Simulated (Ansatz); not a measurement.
Isolated molecules relaxed with PBE0-D4/def2-TZVP in Ansatz; ΔE leaves out vibrations. CBS: MP2 limit from def2 TZ/QZ plus the TZ coupled-cluster correction, frozen cores. Functionals use def2-TZVPP. B3LYP here is the variant with VWN-RPA as its local correlation; programs differ in this. HSE06 is defined as in plane-wave codes. Elements past krypton have def2 core potentials. For In, Se outer-core shells are correlated without core-valence functions, which leaves a few kJ/mol of doubt a bond. Scalar relativity is left out up to krypton. Each species was taken in one conformer, which may not be the lowest.

`FC[S][InH2]` + H₂Se → `[SeH][InH2]` + `FCS`  (ligand exchange at the In–S bond)

(1) Is it downhill or uphill in electronic energy at CCSD(T)/CBS, and by how much? (Best estimate.)

(2) What do these levels give: B97M-V, HSE06-D4, BHLYP-D4, CAM-B3LYP-D4, PBE, B3LYP, r2SCANh, HSE06, CCSD/def2-SVP, HF/def2-TZVPP, SCS-MP2/def2-QZVPP, CCSD/CBS(def2)? (Best estimate.)

Largest T1 diagnostic among the species: 0.014.

Answers

(1) Computed: Downhill: ΔE = -6.0 kcal/mol.

(2) The calculation gave: B97M-V -5.0, HSE06-D4 -6.5, BHLYP-D4 -6.7, CAM-B3LYP-D4 -6.1, PBE -6.5, B3LYP -7.0, r2SCANh -6.6, HSE06 -7.0, CCSD/def2-SVP -5.7, HF/def2-TZVPP -8.2, SCS-MP2/def2-QZVPP -6.1, CCSD/CBS(def2) -6.5 kcal/mol.

The D4 term adds +1.0 kcal/mol with B3LYP and +0.5 kcal/mol with PBE0; it sums over pairs of atoms, weighted by their polarisabilities, and B3LYP, whose exchange is more repulsive, gets the larger term. In def2-TZVPP, CCSD(T) changes the Hartree–Fock value by +2.4 kcal/mol (the triples alone add +0.4 kcal/mol) and MP2 by +2.3 kcal/mol. Leaving LDA and LC-ωPBE aside and taking each functional with its dispersion term where it has one, the values, not all of them listed here, spread over 1.7 kcal/mol, from PBE-QIDH to B97M-V.
